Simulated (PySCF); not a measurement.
# Electron correlation in S²⁺ (sulfur, charge +2)

[Ne] 3s1 3p2 3d1, one real determinant (an excited configuration). Calculation: PySCF 2.14, in aug-cc-pwCVDZ (6s5p3d, 36 functions); the non-relativistic Hamiltonian (point nucleus). Frozen: 1s2; 12 electrons correlated.

```tsv
level	correlation energy (mhartree)
CCSD	-190.59
(T)	-8.64
CCSD(T)	-199.23
```

Diagnostics: T1 = 0.014, D1 = 0.0666, largest double amplitude 0.455.

Problem. Is a single reference adequate?

Solution. Not fully. The real determinant used has ⟨L²⟩ near 8 against 12 for a pure F term, so it mixes terms. The outer electron is Rydberg-like, and this basis confines it to a smaller radius and binds it less than a complete one would. A double-excitation amplitude exceeds 0.15, a sign of near-degeneracy.

The reference is one real determinant that mixes LS terms of this configuration.
